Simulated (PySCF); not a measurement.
Ligand exchange on a metal centre used in film growth or etching (Cd Cl-F). All species are isolated molecules in the gas phase.

The HOMO–LUMO gap from two functionals at the same geometries (TPSS-D3(BJ)/def2-SVP), both in PySCF: PBE-D3(BJ)/def2-TZVP and B3LYP-D3(BJ)/def2-TZVP. B3LYP has the VWN-RPA correlation part, as in Gaussian. 

| species | B3LYP-D3(BJ)/def2-TZVP (eV) |
|---|---|
| 0 of 2 Cl replaced by F | 5.95 |
| 1 of 2 Cl replaced by F ([Cd(Cl)(F)]) | 6.08 |
| 2 of 2 Cl replaced by F ([Cd(F)2]) | 6.96 |

Question: What does PBE-D3(BJ)/def2-TZVP give for each?

Answer: 
- 0 of 2 Cl replaced by F: 4.29
- 1 of 2 Cl replaced by F ([Cd(Cl)(F)]): 4.36
- 2 of 2 Cl replaced by F ([Cd(F)2]): 4.75
Over these rows, drawn at random from the members with no instability flagged (it was tested for open shells, ions and some series alone), PBE minus B3LYP-D3(BJ): mean -1.86 eV, from -2.22 eV to -1.66 eV.
